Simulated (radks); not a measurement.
The numbers below are computed, except where a source is named.
Se2-, 36 electrons, occupied as [Kr]. Level of theory: scalar-relativistic Kohn-Sham, LDA (Slater exchange, Perdew-Wang correlation), spin-polarised, spherical densities, point nucleus; Watson sphere of charge +2 and radius 2.88 bohr (a radial shooting solver on a logarithmic mesh with Libxc functionals).

Radial electron density D(r) = 4 pi r^2 rho(r):

r (bohr),D(r) (e/bohr)
0.003377,3.577
0.004433,5.639
0.005865,8.801
0.007699,13.16
0.01011,18.94
0.01337,26.14
0.01755,33.45
0.02304,39.41
0.03024,41.99
0.04001,40.13
0.05251,35.96
0.06893,34.56
0.0912,39.98
0.1197,47.95
0.1571,48.21
0.2079,36.96
0.2729,27.02
0.3582,28.69
0.4739,32.89
0.6221,26.52
0.8165,14.37
1.08,6.516
1.418,4.539
1.861,4.031
2.463,2.922
3.233,1.504
4.243,0.4781
5.614,0.08240
7.369,0.007502

D(r) has 3 maxima, at r = 0.0310, 0.138, 0.470 bohr, and minima at 0.0647, 0.298 bohr, inside which lie 2.08, 11.01 electrons.
